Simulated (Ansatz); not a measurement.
Cost and result for the atomization energy of `C[NH][GeH2][NH]C` (15 atoms, 14 bonds).

```xyz
15

C     2.098    1.384    1.202
N     0.873    1.200    0.453
Ge    0.118   -0.457    0.285
N    -1.118   -0.249   -1.047
C    -2.132   -1.255   -1.282
H     1.977    1.359    2.294
H     2.566    2.339    0.941
H     2.811    0.598    0.935
H     0.198    1.931    0.625
H     1.309   -1.407    0.002
H    -0.691   -0.992    1.493
H    -0.726    0.117   -1.902
H    -2.559   -1.573   -0.328
H    -2.952   -0.839   -1.876
H    -1.772   -2.157   -1.797
```

The species carries charge 0 and has multiplicity 1. Correlated methods include outer-core shells of Ge, which these sets cover unevenly. Scalar relativity is left out up to krypton. The geometry is a stationary point of PBE0-D4/def2-TZVP. It is one conformer, not always the lowest. Program: Ansatz. All runs use 2 threads of an AMD EPYC 7R13 on a shared host and a share of an NVIDIA H100 80 GB. Times are those of one run each, without the atoms' runs, and a repeat can differ threefold. Electronic energies, without spin–orbit coupling; frozen cores. CCSD(T)/CBS adds CCSD(T) − MP2 in def2-TZVPP to the MP2 limit, and its time is that of the two runs behind it. T1 = 0.010. With those shells the extrapolation isn't a true limit. B3LYP takes the VWN-RPA correlation (the form of Gaussian; ORCA's B3LYP/G).

CCSD(T)/CBS is a level of theory with its own doubt, some kJ/mol a heavy atom from the limit and from the frozen cores, so smaller differences don't rank the functionals.

```json
{"level": "PBE0-D4/def2-TZVPP", "functions": "312", "wall time": "13 s", "atomization (kcal/mol)": "1234.8", "difference from CCSD(T)/CBS": "-3.0", "per bond": "-0.2"}
{"level": "PBE-D4/def2-TZVPP (with forces)", "functions": "312", "wall time": "14 s", "atomization (kcal/mol)": "1254.3", "difference from CCSD(T)/CBS": "16.5", "per bond": "1.2"}
{"level": "B3LYP-D4/def2-TZVPP (with forces)", "functions": "312", "wall time": "15 s", "atomization (kcal/mol)": "1238.8", "difference from CCSD(T)/CBS": "1.0", "per bond": "0.1"}
{"level": "r2SCAN-D4/def2-TZVPP (with forces)", "functions": "312", "wall time": "15 s", "atomization (kcal/mol)": "1231.3", "difference from CCSD(T)/CBS": "-6.5", "per bond": "-0.5"}
{"level": "MP2/def2-QZVPP", "functions": "617", "wall time": "16 s", "atomization (kcal/mol)": "1230.7", "difference from CCSD(T)/CBS": "-7.1", "per bond": "-0.5"}
{"level": "ωB97M-V/def2-TZVPP (with forces)", "functions": "312", "wall time": "17 s", "atomization (kcal/mol)": "1237.4", "difference from CCSD(T)/CBS": "-0.4", "per bond": "0.0"}
{"level": "B2PLYP/def2-TZVPP", "functions": "312", "wall time": "17 s", "atomization (kcal/mol)": "1223.3", "difference from CCSD(T)/CBS": "-14.5", "per bond": "-1.0"}
{"level": "ωB97X-V/def2-TZVPP", "functions": "312", "wall time": "18 s", "atomization (kcal/mol)": "1242.4", "difference from CCSD(T)/CBS": "4.6", "per bond": "0.3"}
{"level": "CCSD(T)/def2-TZVPP", "functions": "312", "wall time": "20 s", "atomization (kcal/mol)": "1206.4", "difference from CCSD(T)/CBS": "-31.4", "per bond": "-2.2"}
{"level": "CCSD(T)/CBS(def2)", "functions": "–", "wall time": "35 s", "atomization (kcal/mol)": "1237.8", "difference from CCSD(T)/CBS": "0.0", "per bond": "0.0"}
```

From PBE to PBE0 (25 % exact exchange), in def2-TZVPP and without D4, the atomization energy moves by −18.4 kcal/mol: exact exchange takes away binding that semilocal exchange gives to molecules. The D4 term adds +10.6 kcal/mol with B3LYP and +5.6 kcal/mol with PBE0; it sums over pairs of atoms, weighted by their polarisabilities, and B3LYP, whose exchange is more repulsive, gets the larger term. In def2-TZVPP, CCSD(T) changes the Hartree–Fock value by +332.7 kcal/mol (the triples alone add +16.5 kcal/mol) and MP2 by +338.4 kcal/mol; breaking electron pairs costs correlation energy, which Hartree–Fock lacks.
